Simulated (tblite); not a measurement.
Start geometry of `C=C(SC)[C@H](C)[SiH2]N` from a force field or distance geometry (Å):
```
atom  x, y, z in Å
C1    -0.516    1.143    0.619
C2    -0.570   -0.050    0.032
S3    -2.171   -0.845   -0.182
C4    -3.503    0.226    0.445
C5     0.632   -0.788   -0.419
C6     0.653   -2.096    0.346
Si7    2.220    0.133   -0.330
N8     2.133    1.853   -0.791
H9     0.374    1.700    0.806
H10   -1.470    1.622    0.944
H11   -4.505   -0.222    0.231
H12   -3.433    1.170   -0.127
H13   -3.364    0.453    1.539
H14    0.449   -1.059   -1.492
H15    0.834   -1.861    1.436
H16    1.486   -2.721   -0.051
H17   -0.322   -2.568    0.182
H18    3.212   -0.529   -1.191
H19    2.722    0.029    1.061
H20    2.501    2.474   -0.043
H21    2.631    1.952   -1.702
```

Problem. What comes out of this run: tblite 0.8.0, GFN2-xTB geometry optimisation, gas phase?

Solution. 
```
atom  x, y, z in Å
C1    -0.8267    0.0331    1.5880
C2    -0.5737   -0.3072    0.3328
S3    -1.6898    0.0153   -1.0110
C4    -2.9425    1.1178   -0.3001
C5     0.6699   -0.9761   -0.1521
C6     1.1622   -2.0662    0.7940
Si7    2.0317    0.3367   -0.4532
N8     1.2803    1.6334   -1.2900
H9    -0.1106   -0.1724    2.3635
H10   -1.7329    0.5170    1.9032
H11   -3.5652    1.4401   -1.1290
H12   -2.4512    1.9725    0.1553
H13   -3.5448    0.5789    0.4259
H14    0.4316   -1.4466   -1.1119
H15    1.5140   -1.6469    1.7327
H16    1.9894   -2.6057    0.3389
H17    0.3665   -2.7769    1.0135
H18    3.1351   -0.3388   -1.1560
H19    2.5063    0.8825    0.8203
H20    1.8411    2.3838   -1.6559
H21    0.5003    1.4426   -1.8998
```

The energy falls by 0.781 eV over 220 L-BFGS steps, the largest force on an atom goes from 2.29 to 0.009 eV/Å, and the atoms move by 1.293 Å rms after alignment. The bond that changes most is C5–Si7 (sp3 carbon bound to silicon to SiH2 silicon), which lengthens by 0.077 Å. Bonds longer at the end by more than 0.005 Å: 4 of 20; shorter: 14. Among the angles that change most is Si7–N8–H21, from 107.1° to 119.4°. Among the dihedrals that turn most is H19–Si7–N8–H21, from 129° to -148°. Rotational constants go from 2586, 781.8, 643.0 to 1901, 1009, 796.3 MHz. The orientation of the end geometry is arbitrary; only internal coordinates are fixed.

Its GFN2-xTB frequencies are all real (lowest 37 cm⁻¹). One conformer, not necessarily the lowest. 3 starts were optimised and ended at 0.00, 0.25 and 2.97 kcal/mol (GFN2-xTB); the lowest of these is shown.

These are computed values.
